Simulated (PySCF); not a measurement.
CH5FO2Si2, SMILES F[Si@H]1OCO[SiH2]1.

Geometry: PBE0-D3(BJ)/def2-SVP. The structure was generated by enumeration; whether it is a known compound was not checked. Other conformers were not sampled.

Two levels are set side by side: TDDFT-PBE/def2-SVPD (PySCF) and TDDFT-PBE0/def2-SVPD (PySCF). Vertical, same geometry. The lowest singlet is HOMO→LUMO 95 % with PBE and HOMO→LUMO 95 % with the other functional; states are paired by order. Differences are taken from unrounded values.

```csv
quantity,TDDFT-PBE0,TDDFT-PBE,TDDFT-PBE minus TDDFT-PBE0
lowest singlet excitation (eV),6.29,5.46,-0.83
lowest triplet excitation (TDA) (eV),5.64,5.23,-0.41
first bright state (f over 0.05) (eV),7.76,7.10,-0.66
its oscillator strength,0.11,0.09,-0.02
```

Functionals without exact exchange tend to place singlet excitations lower, as here. Differences between two approximate levels are no errors against the true value.

Rough cost on one machine, each run with all the roots and properties that it gave: TDDFT-PBE0 against TDDFT-PBE about 4 times.
